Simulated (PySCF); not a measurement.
**SMILES c1(Br)ccncc1, C5H4BrN**

Geometry (Å), atoms numbered from 1 in this order:
```xyz
11

Br   -0.575    2.253   -0.355
C    -0.013    0.462   -0.482
C    -0.951   -0.565   -0.539
C    -0.472   -1.873   -0.632
N     0.819   -2.188   -0.669
C     1.698   -1.192   -0.614
C     1.344    0.154   -0.520
H    -2.021   -0.358   -0.512
H    -1.183   -2.705   -0.679
H     2.758   -1.469   -0.646
H     2.104    0.936   -0.477
```

Method used: TDDFT CAM-B3LYP/def2-TZVPD excited states, vertical, gas phase in PySCF. Geometry: PBE0-D3(BJ)/def2-SVP.

The calculation is non-relativistic, which matters for the atoms heavier than Zn. Singlets 6 and 7 lie within 0.01 eV of each other, so their separate moments and overlaps can depend on how they mix.

Q: Give the one- and two-photon strengths of the lowest singlets.

A: δ for parallel linear polarisation; σ at the peak of a Lorentzian of half width 0.1 eV, single beam; Ω is circular over linear.
| state | E (eV) | f | photon λ (nm) | δ (au) | σ (GM) | Ω | main |
| --- | --- | --- | --- | --- | --- | --- | --- |
| S1 | 5.07 | 0.004 | 489 | 1.3 | 0.01 | 1.50 | HOMO−1→LUMO 0.96 |
| S2 | 5.37 | 0.000 | 462 | <0.1 | 0.00 | – | HOMO−1→LUMO+1 0.99 |
| S3 | 5.47 | 0.024 | 453 | 7.76 | 0.09 | 1.50 | HOMO−2→LUMO 0.60, HOMO→LUMO+1 0.35 |
| S4 | 5.98 | 0.085 | 414 | 86.5 | 1.14 | 0.98 | HOMO→LUMO 0.79, HOMO−2→LUMO+1 0.19 |
| S5 | 6.05 | 0.000 | 410 | 4.26 | 0.06 | 1.50 | HOMO→LUMO+2 0.75, HOMO→LUMO+5 0.14 |
| S6 | 6.67 | 0.000 | 372 | 0.64 | 0.01 | 1.50 | HOMO−3→LUMO 0.96 |

Among these, the strongest one-photon state is S4, the strongest two-photon state S4, with a dipole change of 2.4 D (relaxed, norm of the difference vector).
